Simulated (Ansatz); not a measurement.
`C[CH2][Al]([NH2])[NH2]` + `C=CN[SiH2]Cl` → `C=CN(C)[SiH2]Cl` + `[CH3][Al]([NH2])[NH2]`  (substitution at a C–C bond)

Gas-phase electronic energies from Ansatz, PBE0-D4/def2-TZVP geometries. CBS: MP2 limit from def2 TZ/QZ plus the TZ coupled-cluster correction, frozen cores. One conformer a species, not always the lowest.

```csv
species,CCSD/def2-TZVPP energy (Eh)
`C[CH2][Al]([NH2])[NH2]`,-432.87856
`C=CN[SiH2]Cl`,-883.14493
`C=CN(C)[SiH2]Cl`,-922.36910
`[CH3][Al]([NH2])[NH2]`,-393.65301
```

**Question.** Work out ΔE.

**Answer.** ΔE = (-922.36910) + (-393.65301) − (-432.87856) − (-883.14493) = 0.00138 Eh = +0.9 kcal/mol. CCSD(T)/CBS gives +0.6 kcal/mol.

Largest T1 diagnostic among the species: 0.011.

The D4 term adds −1.3 kcal/mol with B3LYP and −0.7 kcal/mol with PBE0; it sums over pairs of atoms, weighted by their polarisabilities, and B3LYP, whose exchange is more repulsive, gets the larger term. In def2-TZVPP, CCSD(T) changes the Hartree–Fock value by −2.1 kcal/mol (the triples alone add −0.5 kcal/mol) and MP2 by −2.6 kcal/mol. Leaving LDA and LC-ωPBE aside and taking each functional with its dispersion term where it has one, the values, not all of them listed here, spread over 0.9 kcal/mol, from revPBE-D4 to B2PLYP. LDA lies −2.3 kcal/mol from PBE without D4.

B3LYP here is the variant with VWN-RPA as its local correlation; programs differ in this.
